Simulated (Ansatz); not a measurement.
An input meant for GeHBr₃ (charge 0, singlet; with a point charge).

```yaml
crystal:
  periodic: [false, false, false]
  atoms:
    - {symbol: Ge, position_ang: [0.152999, 0.039506, 0.089553]}
    - {symbol: H, position_ang: [0.122256, 0.033605, 1.491028]}
    - {symbol: Br, position_ang: [2.112287, 0.049144, -0.613719]}
    - {symbol: Br, position_ang: [-1.072666, 1.853222, -0.579897]}
    - {symbol: Br, position_ang: [-0.897547, -1.759970, -0.331000]}
basis:
  gaussian: {orbitals: pcseg-2, final_grid: {core_spheres: 8, valence_spheres: 7, degree: 23}, point_charges: [{charge: -1.00, position_ang: [4.974, -0.660, 0.955]}]}
hamiltonian: {xc: {name: PBE0}}
scf: {omitted_lower_state_checks: [starts]}
relax: {f_tol: 0.001, max_steps: 3}
output: {forces: true}
```

```sh
$ ansatz run in.yaml --threads 4 --pin off --events-out ev --progress --plain --max-ram 3916MiB
```

Shortened log:

```
Functional definition: PBE0
1304 factors; integrals over basis functions are off by at most 4.0e-4 eV
mean field evaluation 1: about -266648.9586 eV, gradient 1.9e1 eV
mean field evaluation 2: about -266649.2185 eV, gradient 1.6e1 eV
mean field evaluation 4: about -266649.6612 eV, gradient 6.2e-1 eV
mean field evaluation 8: about -266649.7468 eV, gradient 1.8e-1 eV
mean field evaluation 16: about -266649.7469 eV, gradient 8.3e-5 eV
mean field -266649.74687427 eV, -9799.1974559394 hartree, gradient 8.3e-5 eV, S^2 0.000000; 0 other end points of the search recorded, 0 dependent functions left out
reference -266649.74690757 eV, -9799.1974571633 hartree; 69, 69 occupied and 117, 117 virtual orbitals, 1304 factors
relax step   1: F+E_penalty+E_count = -266649.74687427 eV  Δ(F+E_penalty+E_count) = +0.000e0 eV  max|allowed force component| = 4.022e0 eV/Å  Δτ_max = 0.0000 Å  (25 SCF iters, accepted)
1304 factors; integrals over basis functions are off by at most 4.0e-4 eV
mean field -266650.60608580 eV, -9799.2290313809 hartree, gradient 2.5e-5 eV, S^2 0.000000; 0 other end points of the search recorded, 0 dependent functions left out
reference -266650.60611978 eV, -9799.2290326295 hartree; 69, 69 occupied and 117, 117 virtual orbitals, 1304 factors
relax step   2: F+E_penalty+E_count = -266650.60608580 eV  Δ(F+E_penalty+E_count) = -8.592e-1 eV  max|allowed force component| = 8.723e-1 eV/Å  Δτ_max = 0.1964 Å  (31 SCF iters, accepted)
1304 factors; integrals over basis functions are off by at most 4.2e-4 eV
mean field -266650.70542023 eV, -9799.2326818536 hartree, gradient 1.9e-5 eV, S^2 0.000000; 0 other end points of the search recorded, 0 dependent functions left out
reference -266650.70545430 eV, -9799.2326831058 hartree; 69, 69 occupied and 117, 117 virtual orbitals, 1304 factors
relax step   3: F+E_penalty+E_count = -266650.70542023 eV  Δ(F+E_penalty+E_count) = -9.933e-2 eV  max|allowed force component| = 4.181e-1 eV/Å  Δτ_max = 0.2000 Å  (32 SCF iters, accepted)
Error: geometry relaxation did not converge after 3 steps: max|allowed force component| = 4.18e-1 eV/Å (threshold 1.0e-3). Raise `relax.max_steps` over both its present limit and 3, loosen `relax.f_tol`, or start from a geometry closer to equilibrium. Where this run's directory can be resumed (`checkpoint.write`), a resume goes on for up to `relax.max_steps` more
```

In this input the relaxation is allowed too few steps for its threshold. The SCF steps converged, but the relaxation ran out of steps.
